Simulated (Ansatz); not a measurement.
Molecule: sum formula SiH₂Cl (charge -1, singlet). It need not be the lowest isomer of its formula. Whether it binds its extra electron was not tested at this geometry. 
Structure (B3LYP-D3(BJ)/def2-TZVP (Ansatz, a program for electronic structure) minimum search):
SMILES: [SiH2-]Cl
```xyz
4

Si    -1.1307    -0.2144    -0.1979
Cl     1.1042     0.1181     0.1016
H     -1.4823     1.2836    -0.2625
H     -1.4583    -0.2895     1.3051
```
Charge -1, spin multiplicity 1.

Basis-set convergence of Hartree-Fock and MP2 correlation energies (hartree) with Ansatz. Valence correlation only, unless marked. No spin-orbit coupling. No relativistic terms. This anion needs diffuse functions, which these sets lack.

| basis | functions | E(HF) | E(corr, MP2) |
|---|---|---|---|
| cc-pV(D+d)Z | 56 | -749.63392 | -0.24247 |
| cc-pV(T+d)Z | 106 | -749.66266 | -0.32499 |
| cc-pV(Q+d)Z | 188 | [?] | [?] |

Question: Complete the blanks.

Answer: 
- cc-pV(Q+d)Z, E(HF): -749.67148
- cc-pV(Q+d)Z, E(corr, MP2): -0.35620
